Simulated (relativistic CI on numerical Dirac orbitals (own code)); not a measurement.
# Ni4+ in a cubic cluster: L2,3 absorption with charge transfer

Computed with a charge-transfer multiplet model of a cubic metal-ligand cluster with up to 3 ligand holes, Slater and spin-orbit integrals from Dirac-Coulomb-Breit ions, Slater integrals scaled by 0.7. The ground state mixes d6 with configurations of k ligand holes L, whose averages lie at kΔ + k(k − 1)U_dd/2; a core hole lowers each added d electron by U_cd. 300 K, Lorentzian 0.4 eV and Gaussian 0.3 eV FWHM.

Atomic integrals in eV (Slater integrals scaled, ζ unscaled), ground: F2dd 9.934, F4dd 6.234, zeta_d 0.099; with the core hole: F2dd 10.444, F4dd 6.555, zeta_d 0.124, zeta_core 11.400, F2cd 6.313, G1cd 4.879, G3cd 2.777.

Cluster parameters (eV): Δ = 0.1, U_dd = 7.3, 10Dq = 2, 10Dq(ligand) = 0.2, V(eg) = 2.3, V(t2g) = -1.11, final-state hopping factor = 0.9.

```
         Case   n_d    d6   d7L  d8L2  d9L3     S
U_cd = 7.5 eV  6.71  0.39  0.52  0.09  0.00  0.03
U_cd = 8.1 eV  6.71  0.39  0.52  0.09  0.00  0.03
U_cd = 8.7 eV  6.71  0.39  0.52  0.09  0.00  0.03
U_cd = 9.3 eV  6.71  0.39  0.52  0.09  0.00  0.03
U_cd = 9.9 eV  6.71  0.39  0.52  0.09  0.00  0.03
```

Weights, n_d and S are thermal averages at 300 K. Photon energies count from the first peak over 30 % of the highest in each spectrum, which can be another peak from case to case. The parameters are a model scan and need not match a compound or its usual spin state. Peaks in eV (height, largest 100):
- U_cd = 7.5 eV: -1.8 (5), 0.0 (100), 2.3 (16), 3.2 (12), 16.9 (62), 18.8 (8)
- U_cd = 8.1 eV: -1.7 (5), 0.0 (100), 2.4 (17), 3.2 (13), 17.0 (63), 18.9 (9)
- U_cd = 8.7 eV: -1.6 (5), 0.0 (100), 2.4 (17), 3.2 (13), 17.0 (63), 18.9 (9)
- U_cd = 9.3 eV: 0.0 (100), 2.3 (17), 3.2 (12), 17.0 (60), 18.9 (8)
- U_cd = 9.9 eV: 0.0 (100), 2.2 (17), 7.3 (7), 17.0 (59), 18.8 (8)

Curve for U_cd = 7.5 eV (points under 2 left out, the grid thinned):

(E (eV), Intensity): (-2.3, 2.3), (-2.0, 4.5), (-1.8, 5.3), (-1.5, 4.6), (-1.2, 6.3), (-1.0, 9.1), (-0.7, 21.4), (-0.4, 56.7), (-0.2, 85.8), (0.1, 89.2), (0.4, 40.5), (0.6, 27.3), (0.9, 14.2), (1.2, 10.2), (1.4, 9.6), (1.7, 8.9), (2.0, 12.2), (2.2, 14.8), (2.5, 14.4), (2.8, 11.4), (3.0, 11.4), (3.3, 12.1), (3.5, 9.5), (3.8, 5.5), (4.1, 4.0), (4.3, 2.8), (15.6, 2.2), (15.9, 3.6), (16.1, 5.6), (16.4, 14.3), (16.7, 46.3), (16.9, 62.4), (17.2, 29.5), (17.5, 11.5), (17.7, 8.3), (18.0, 5.9), (18.3, 6.0), (18.5, 6.6), (18.8, 8.3), (19.1, 5.5), (19.3, 3.5), (20.2, 2.0), (20.5, 3.0), (20.7, 3.2), (21.0, 2.4)

For the case U_cd = 8.1 eV, Δ = 0.1 eV is smaller than U_dd = 7.3 eV, the charge-transfer side of the Zaanen-Sawatzky-Allen scheme. With the core hole the configuration with one ligand hole lies at Δ + U_dd − U_cd = -0.1, -0.7, -1.3, -1.9, -2.5 eV from the one without, in the order of the table; where this is negative the screened configuration lies lower, though the effective hopping of about 3.7 eV (from the holes of the mixed ground state) mixes the two strongly wherever it is as large as the gap.
